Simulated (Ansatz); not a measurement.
Reaction (hydrogenolysis of a Ge–F bond): `[F][GeH]` + H₂ → `[GeH2]` + H–F

Calculated with Ansatz (gas phase, PBE0-D4/def2-TZVP geometries, no zero-point term in ΔE). CCSD(T)/CBS is the MP2 limit (def2-TZVPP, def2-QZVPP) plus CCSD(T) − MP2 in def2-TZVPP, frozen cores. This one scheme is used for every species. DFT in def2-TZVPP. B3LYP here is the variant with VWN-RPA as its local correlation; programs differ in this. HSE06 is defined as in plane-wave codes. For Ge outer-core shells are correlated without core-valence functions, which leaves a few kJ/mol of doubt a bond. Scalar relativity is left out up to krypton.

`[F][GeH]`:

Cartesian coordinates in Å:
```
F 0.756 -1.086 -0.011
Ge -0.026 0.334 -0.687
H -0.730 0.751 0.699
```

H₂:

```xyz
2

H     0.225   -0.293    0.052
H    -0.225    0.293   -0.052
```

`[GeH2]`:

Cartesian coordinates in Å:
```
Ge 0.557 -0.448 0.217
H 0.396 1.126 0.020
H -0.954 -0.678 -0.237
```

H–F:

```xyz
2

F    -0.433   -0.029   -0.153
H     0.433    0.029    0.153
```

| level | ΔE (kcal/mol) | difference from CCSD(T)/CBS |
| --- | --- | --- |
| PBE-D4 | 23.0 | 2.5 |
| revPBE-D4 | 23.2 | 2.7 |
| BLYP-D4 | 25.5 | 5.0 |
| PBE0-D4 | 20.2 | -0.3 |
| B3LYP-D4 | 23.1 | 2.6 |
| r2SCANh-D4 | 22.6 | 2.1 |
| r2SCAN0-D4 | 21.1 | 0.6 |
| HSE06-D4 | 20.1 | -0.4 |
| BHLYP-D4 | 21.1 | 0.6 |
| CAM-B3LYP-D4 | 22.9 | 2.4 |
| ωB97X-V | 22.6 | 2.1 |
| ωB97M-V | 22.3 | 1.8 |
| B2PLYP | 22.7 | 2.2 |
| PBE-QIDH | 19.8 | -0.7 |
| revPBE | 22.9 | 2.4 |
| BLYP | 25.2 | 4.7 |
| r2SCAN | 23.7 | 3.2 |
| PBE0 | 20.1 | -0.4 |
| B3LYP | 22.9 | 2.4 |
| r2SCANh | 22.6 | 2.1 |
| r2SCAN0 | 21.0 | 0.5 |
| BHLYP | 20.9 | 0.4 |
| CAM-B3LYP | 22.8 | 2.3 |
| LC-ωPBE | 21.4 | 0.9 |
| RPA@PBE/def2-TZVPP | 20.2 | -0.3 |
| HF/def2-SVP | 16.7 | -3.8 |
| MP2/def2-SVP | 21.4 | 0.9 |
| CCSD(T)/def2-SVP | 19.9 | -0.6 |
| HF/def2-TZVPP | 18.6 | -1.9 |
| MP2/def2-TZVPP | 21.4 | 0.9 |
| SCS-MP2/def2-TZVPP | 21.6 | 1.1 |
| CCSD/def2-TZVPP | 18.8 | -1.7 |
| HF/def2-QZVPP | 19.1 | -1.4 |
| MP2/def2-QZVPP | 21.9 | 1.4 |
| SCS-MP2/def2-QZVPP | 22.0 | 1.5 |
| CCSD/def2-QZVPP | 19.7 | -0.8 |
| CCSD(T)/def2-QZVPP | 20.7 | 0.2 |
| HF/CBS(def2) | 19.1 | -1.4 |
| MP2/CBS(def2) | 22.0 | 1.5 |
| CCSD/CBS(def2) | 19.5 | -1.0 |
| CCSD(T)/CBS | 20.5 | 0 |

Largest T1 diagnostic among the species: 0.014.

In def2-TZVPP, CCSD(T) changes the Hartree–Fock value by +1.3 kcal/mol (the triples alone add +1.0 kcal/mol) and MP2 by +2.8 kcal/mol. From r2SCAN to r2SCAN0 (25 % exact exchange), in def2-TZVPP and without D4, ΔE moves by −2.7 kcal/mol.
